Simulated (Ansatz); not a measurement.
```xyz
2

Si    0.0000    0.0000   -1.0995
S     0.0000    0.0000    1.0995
```

Basis set: 6-31G (spherical functions). Frozen core: 10 orbitals. Charge 0, multiplicity 1.

Computed with Ansatz (development build ahead of 0.2.0); the reference of a correlated method needn't be the lowest determinant of its kind. Restricted open shells among the atoms or ions are ROHF, correlated in semicanonical orbitals with singles.

(1) Give the atomization energy at this shape (free ground-state atoms in the same class of orbitals less the molecule, no zero-point energy) of singlet SiS by UHF-BCCD(T), RHF-CCSD(T), UHF-CCSD(T).

## Answers

(1)

```
     method  atomization energy
UHF-BCCD(T)             4.25 eV
RHF-CCSD(T)             4.23 eV
UHF-CCSD(T)             4.17 eV
```

Caution: the shape is not the minimum. Caution for UHF-CCSD(T): another reference gives a lower total; the program doubts this total.

This basis has no polarisation functions and is too small for such energies, which can lie far from measured ones in either direction.
